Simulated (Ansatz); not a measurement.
Cartesian coordinates (Å):
SMILES: O=CB
```xyz
6

B     -0.7735     0.0064     0.0162
C      0.7748    -0.1144     0.1078
O      1.2445     0.6189    -0.7485
H     -1.3201     0.8799     0.6083
H     -1.3614    -0.6829    -0.7530
H      1.4357    -0.7079     0.7693
```
Charge 0, multiplicity 1.

The numbers are results of frozen-core CCSD(T)/cc-pVTZ // B3LYP-D3(BJ)/def2-TZVP (Ansatz, a quantum-chemistry and plane-wave program), not measurements.

| Item | Result |
|---|---|
| HF energy | -139.16004 Ha |
| MP2 correlation energy | -0.48795 Ha |

Question: Estimate the CCSD correlation energy, the (T) correction, the total energy and the T1 diagnostic.

Answer: 
```json
{
 "CCSD correlation energy": "-0.50907 Ha",
 "(T) correction": "-0.02143 Ha",
 "CCSD(T) total energy": "-139.69054 Ha",
 "T1 diagnostic": "0.021"
}
```
